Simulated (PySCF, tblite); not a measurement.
Isomers of C8H11NSi. Calculated harmonic vibrations of the isolated species, GFN2-xTB (tblite), most abundant isotopes, no scaling. Against measured fundamentals such values can be off by several per cent, at times by over 20. Modes of hydrogen on silicon can be 10 to 20 % off. One conformer each.

Electronic energies: PBE0/pcSseg-1 single points on the GFN2-xTB geometries (PySCF, gas phase).

| SMILES | electronic energy, lowest = 0 (kcal/mol) |
| --- | --- |
| c1cc([C@H]2CC[SiH2]2)ccn1 | 0.0 |
| N#CCC1=C[SiH2][C@H]2C[C@@H]1C2 | 20.5 |
| N#CC(/C=C\C1CC1)=C\[SiH3] | 43.4 |
| C#C[Si@]1(C)C[C@@H](CC#N)C1 | 29.4 |

Q: How do GFN2-xTB zero-point energies change the relative energies?

A: 
| SMILES | ZPE (kcal/mol) | of it from modes above 1550 cm⁻¹ | electronic (kcal/mol) | with ZPE, lowest = 0 (kcal/mol) | lowest mode (cm⁻¹) | rings |
| --- | --- | --- | --- | --- | --- | --- |
| c1cc([C@H]2CC[SiH2]2)ccn1 | 103.1 | 49.9 | 0.0 | 0.0 | 36 | 2 |
| N#CCC1=C[SiH2][C@H]2C[C@@H]1C2 | 103.3 | 50.6 | 20.5 | 20.6 | 38 | 3 |
| C#C[Si@]1(C)C[C@@H](CC#N)C1 | 103.1 | 54.3 | 29.4 | 29.3 | 14 | 1 |
| N#CC(/C=C\C1CC1)=C\[SiH3] | 99.2 | 52.9 | 43.4 | 39.5 | 16 | 1 |

The zero-point energies span 4.1 kcal/mol, from `N#CC(/C=C\C1CC1)=C\[SiH3]` to `N#CCC1=C[SiH2][C@H]2C[C@@H]1C2`. The order is unchanged.

Q: And how do the electronic energies of GFN2-xTB itself compare?

A: `c1cc([C@H]2CC[SiH2]2)ccn1` 0.0; `N#CCC1=C[SiH2][C@H]2C[C@@H]1C2` 25.3; `C#C[Si@]1(C)C[C@@H](CC#N)C1` 69.0; `N#CC(/C=C\C1CC1)=C\[SiH3]` 48.8 kcal/mol, lowest = 0. Against the energies above, taken from the same isomer `c1cc([C@H]2CC[SiH2]2)ccn1`, the largest difference is 39.6 kcal/mol.
